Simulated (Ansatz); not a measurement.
Geometry optimisation, RHF/def2-SVP (Ansatz 0.2.0).

The input (input.yaml):

```yaml
crystal:
  periodic: [false, false, false]
  atoms:
    - { symbol: B, position_ang: [0.027145, 0.425925, -0.067066] }
    - { symbol: F, position_ang: [-0.124147, 0.540079, 1.231889] }
    - { symbol: F, position_ang: [1.20478, 0.563243, -0.600162] }
    - { symbol: F, position_ang: [-1.028633, 0.322149, -0.821398] }
    - { symbol: "N", position_ang: [0.109846, -2.159431, 0.835448] }
    - { symbol: H, position_ang: [-0.57219, -2.872257, 0.63851] }
    - { symbol: H, position_ang: [0.955191, -2.598971, 1.160843] }
    - { symbol: H, position_ang: [-0.248392, -1.560238, 1.589935] }
basis:
  gaussian: { orbitals: def2-SVP }
hamiltonian:
  xc: hf
relax:
  f_tol: 0.03
  max_steps: 50
output:
  orbitals: {}
```

Command:

```bash
$ ansatz run input.yaml --threads 1 --pin off --max-ram 2048MiB --backend cpu --events-out ev --progress --plain --runs-dir out
```

Q: Where does it end, and by what steps?

A: It converged. The force dipped under the threshold on the way, but the program's further checks kept it going. After 14 steps the energy has fallen by 0.723 eV; H6 moved furthest, 0.89 Å. Joined: B1–N5 (2.74 → 1.68 Å).

```json
{"step": "0", "energy less start (eV)": "0.0000", "largest force component (eV/Å)": "0.998", "accepted": "yes"}
{"step": "1", "energy less start (eV)": "-0.0391", "largest force component (eV/Å)": "1.384", "accepted": "yes"}
{"step": "2", "energy less start (eV)": "-0.2087", "largest force component (eV/Å)": "1.360", "accepted": "yes"}
{"step": "3", "energy less start (eV)": "-0.3376", "largest force component (eV/Å)": "1.626", "accepted": "yes"}
{"step": "4", "energy less start (eV)": "-0.5844", "largest force component (eV/Å)": "1.168", "accepted": "yes"}
{"step": "5", "energy less start (eV)": "-0.5453", "largest force component (eV/Å)": "2.277", "accepted": "no"}
{"step": "6", "energy less start (eV)": "-0.6621", "largest force component (eV/Å)": "0.604", "accepted": "yes"}
{"step": "7", "energy less start (eV)": "-0.6923", "largest force component (eV/Å)": "0.173", "accepted": "yes"}
{"step": "8", "energy less start (eV)": "-0.7074", "largest force component (eV/Å)": "0.167", "accepted": "yes"}
{"step": "9", "energy less start (eV)": "-0.7189", "largest force component (eV/Å)": "0.017", "accepted": "yes"}
{"step": "10", "energy less start (eV)": "-0.6779", "largest force component (eV/Å)": "0.930", "accepted": "no"}
{"step": "11", "energy less start (eV)": "-0.7210", "largest force component (eV/Å)": "0.094", "accepted": "yes"}
{"step": "12", "energy less start (eV)": "-0.7217", "largest force component (eV/Å)": "0.120", "accepted": "yes"}
{"step": "13", "energy less start (eV)": "-0.7225", "largest force component (eV/Å)": "0.045", "accepted": "yes"}
{"step": "14", "energy less start (eV)": "-0.7228", "largest force component (eV/Å)": "0.002", "accepted": "yes"}
```

```xyz
8
Properties=species:S:1:pos:R:3
B 0.030 -0.132 0.175
F 0.209 0.665 1.256
F 1.063 -0.125 -0.702
F -1.193 -0.030 -0.399
N 0.050 -1.687 0.810
H -0.098 -2.365 0.079
H 0.939 -1.874 1.248
H -0.677 -1.792 1.500
```

Whether the end is a true minimum wasn't checked by a vibrational analysis.

Time of the run: 9.9 s on 1 thread of AMD EPYC 9R45 96-Core Processor (Zen 5), on a shared host, peak memory 0.17 GiB.
